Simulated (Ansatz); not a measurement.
Cartesian coordinates in Å:
```
O -1.143 -1.171 0.441
Si -0.460 0.072 -0.124
Zn 2.114 -0.523 0.678
H -0.449 1.397 0.558
H -0.062 0.224 -1.553
```

Total charge 0; spin multiplicity 1. The bonds changed during the relaxation, so this is another structure than the one it started from.

Q: List the PBE0/def2-TZVPP orbital energies in eV (the Gaussian-basis code of Ansatz). (Best estimate.)

A: Ansatz gave: Occupied: -9459.40, -1803.14, -1152.82, -1015.14, -1015.14, -1015.14, -521.07, -145.42, -133.55, -100.20, -100.03, -100.00, -89.31, -89.30, -89.30, -25.31, -14.75, -14.57, -14.57, -14.55, -14.55, -14.12, -10.59, -9.52, -9.11, -7.68, -7.15. Lowest empty: -2.59, -1.16, -1.08, 0.46, 1.02, 1.50, 3.37, 3.56.
